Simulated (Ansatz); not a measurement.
A structure relaxed at PBE0-D4/def2-SVPD in Ansatz, charge -1, doublet:

```xyz
6

Nb   -1.177    0.396    0.309
Nb    1.128   -1.114    0.386
O    -2.085    0.183   -1.140
O     0.897    0.905    0.838
O     0.004    1.962    0.444
O     1.233   -2.332   -0.837
```

Q: Give its formula.

A: the cluster Nb₂O₄⁻.

Q: Summarise the bond lengths by kind (pairs closer than 1.2 times the sum of covalent radii, bridged metal pairs left out).

A: 5 × Nb–O 1.72 to 2.20 Å; 1 × O–O 1.44 Å.

In the def2 sets Nb takes a core potential; there is no spin–orbit coupling. The structure holds 1 bond(s) between oxygen atoms. The charge -1 doublet is spin-contaminated (final ⟨S²⟩ up to 1.81, 0.75 for a pure state). The relaxation made no stability test and no search for a lower SCF solution. No other spin state of charge -1 was run. Another isomer (doublet) lies 4.90 eV lower at PBE0-D4/def2-TZVPD; other spin states weren't run for this one.
